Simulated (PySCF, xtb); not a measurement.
Sn(Me)2(Cl)2 (C2H6Cl2Sn), SMILES [CH3][Sn]([CH3])([Cl])[Cl].

GFN2-xTB run with xtb at its own geometry gives an orbital gap of 3.44 eV and a dipole moment of 4.62 D.

Geometry: B3LYP-D3(BJ)/def2-SVP. The isomer is the one that the SMILES or the coordinates give; other isomers of the formula were not compared. The def2 effective core potentials stand for the cores of Sn; spin–orbit coupling is left out.

### Question
What does PySCF with PBE/def2-TZVP give? (The exact figures need the calculation; the answer reports its results.)

### Answer
gap 4.94 eV (levels -7.05 and -2.11 eV), dipole 3.87 D.
